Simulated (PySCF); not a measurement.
# TDDFT excited states: C4H7NO2Si2

Compound: C4H7NO2Si2.
Geometry (GFN2-xTB, Å), atoms numbered from 1 in this order:
```
atom  x, y, z in Å
N1     3.5409    1.1038    0.0504
C2     2.7406    0.2878    0.0056
C3     1.7061   -0.7066   -0.0399
C4     0.3592   -0.0946    0.3572
Si5   -0.3143    1.3615   -0.6929
O6    -1.9116    1.1134   -0.4109
Si7   -2.4677   -0.2580    0.3017
C8    -0.7476   -1.1331    0.3900
O9    -0.5287   -2.3210    0.3442
H10    1.6478   -1.1125   -1.0540
H11    1.9625   -1.5298    0.6355
H12    0.4276    0.2770    1.3879
H13    0.0009    2.6690   -0.1454
H14   -0.0610    1.1602   -2.1140
H15   -3.3661   -0.9076   -0.6365
H16   -2.9961    0.0995    1.6097
```

Computed with PySCF, TDDFT B3LYP/def2-SVPD, vertical, gas phase, core orbitals frozen in the response.

```
state  E (eV)  E (kJ/mol)  λ (nm)       f  main configurations (H = HOMO, L = LUMO)
   S1    3.34         322   371.1  0.0017                                 H→L (98%)
   S2    5.38         520   230.2  0.0068                               H→L+1 (97%)
   S3    5.77         557   214.8   0.015                               H-1→L (95%)
   S4    5.90         569   210.3   0.016                               H→L+2 (93%)
   S5    5.99         578   206.9  0.0064                               H-2→L (94%)
   S6    6.18         597   200.5   0.067                               H→L+3 (95%)
   S7    6.55         632   189.2  0.0012                               H-3→L (95%)
   S8    6.69         645   185.4   0.013                               H→L+4 (96%)
```

Triplets (Tamm–Dancoff): T1 2.73 eV, H→L (97%); T2 5.18 eV, H→L+1 (93%); T3 5.34 eV, H-1→L (42%), H-2→L (20%), H-4→L (15%).

The lowest singlet lies at 3.34 eV (371 nm, ultraviolet) and is very weak; its leading configuration is HOMO→LUMO (98%). The most intense listed level is S6 at 6.18 eV (201 nm, f = 0.067), 2.84 eV above S1. Löwdin shares by element: HOMO oxygen 48% or more, carbon 28% or more, silicon 10% or more; LUMO carbon 42% or more, oxygen 30% or more, silicon 9% or more (atoms not listed hold the other 19%). Of the 8 states listed, 4 reach f = 0.01 and none stays under 0.0005. Weighted by f, the mean energy of these states is 6.07 eV. Orbital energies (eV): HOMO-3 -9.47, HOMO-2 -9.07, HOMO-1 -8.89, HOMO -7.09, LUMO -2.15, LUMO+1 -0.74, LUMO+2 -0.30. No computed singlet lies in the visible range (380 to 750 nm); the lowest, at 371 nm, stands 0.08 eV above its violet end (3.26 eV); a Tamm–Dancoff triplet lies at 454 nm, without intensity as long as spin–orbit coupling is left out. Only the lowest 8 singlets were computed, as vertical energies without vibronic structure.

The run took 64 s wall on an Arm Neoverse V2 with one thread, on a shared host, and the process peaked at 0.96 GiB of memory.

One conformer stands for the species.
